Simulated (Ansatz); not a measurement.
A nudged elastic band was laid between two geometries of CH6Sn + ClH (10 atoms, charge 0, multiplicity 1).

Theory: Ansatz 0.2.0, RKS B3LYP-D4/def2-SVP.

- movable images: 7
- climbing image: yes
- spring: 5.0 eV/Å²
- optimiser: quadratic models (default)
- start path: through a guess of the saddle point
- force threshold: 0.05 eV/Å
- iteration limit: 60
- end points: relaxed

Initial state:

```xyz
10
Properties=species:S:1:pos:R:3
Sn -0.761 -0.787 -0.420
C 1.245 -0.525 0.351
H -0.864 -2.156 -1.458
H -1.908 -0.937 0.850
H -1.185 0.612 -1.354
H -0.804 2.296 -0.249
Cl -0.474 2.926 0.833
H 1.305 0.454 0.847
H 1.477 -1.319 1.075
H 1.970 -0.563 -0.474
```

Final state:

```xyz
10
Properties=species:S:1:pos:R:3
Sn -1.798 -0.122 -0.762
C 1.760 -0.061 0.740
H -0.547 -0.783 -1.726
H -1.865 -0.801 0.809
H -3.319 -0.167 -1.552
H 1.181 0.868 0.634
Cl -1.275 2.181 -0.469
H 2.580 0.097 1.454
H 1.109 -0.866 1.111
H 2.175 -0.346 -0.237
```

Problem. What changes between the two ends?

Solution. Bonds broken: Sn1–C2, H6–Cl7. Bonds formed: Sn1–Cl7, C2–H6. CH6Sn + ClH becomes CH4 + ClH3Sn.

Problem. Give the energies along the band, and the barrier.

Solution. The run converged. The highest image is number 4 of 0 to 8, 1.34 eV above the first end and 2.54 eV above the last; the last end lies 1.20 eV below the first. Neighbouring images differ by up to 1.7 eV, so the band resolves the path poorly. A vibrational analysis at the climbing image gives one clearly imaginary mode, 1135i cm⁻¹: a first-order saddle point. The orbitals stay closed-shell, which can raise the energy where a bond breaks towards radicals; this wasn't checked here.

| image | path coordinate (Å) | energy (eV) | Sn1–C2 (Å) | H6–Cl7 (Å) | Sn1–Cl7 (Å) |
| --- | --- | --- | --- | --- | --- |
| 0 | 0.00 | 0.00 | 2.16 | 1.30 | 3.93 |
| 1 | 0.88 | 0.02 | 2.17 | 1.29 | 3.92 |
| 2 | 1.76 | 0.09 | 2.18 | 1.29 | 3.79 |
| 3 | 2.64 | 0.35 | 2.22 | 1.31 | 3.34 |
| 4 | 3.52 | 1.34 | 2.42 | 1.66 | 2.89 |
| 5 | 4.74 | -0.36 | 3.10 | 2.18 | 2.46 |
| 6 | 5.96 | -1.11 | 3.79 | 2.57 | 2.39 |
| 7 | 7.19 | -1.19 | 4.11 | 2.90 | 2.38 |
| 8 | 8.42 | -1.20 | 3.86 | 3.00 | 2.38 |

Problem. What is the geometry of the highest image?

Solution. 
```xyz
10
Properties=species:S:1:pos:R:3
Sn -1.099 -0.412 -0.462
C 1.177 -0.053 0.267
H -0.527 -1.955 -1.028
H -2.192 -0.697 0.814
H -1.526 0.518 -1.825
H 0.294 0.940 0.513
Cl -0.782 2.169 0.808
H 1.827 0.679 0.781
H 1.215 -0.977 0.863
H 1.611 -0.211 -0.731
```

Run time: 2.8 min on 2 threads of AMD EPYC 9R45 96-Core Processor (Zen 5), on a shared host, peak memory 0.24 GiB.
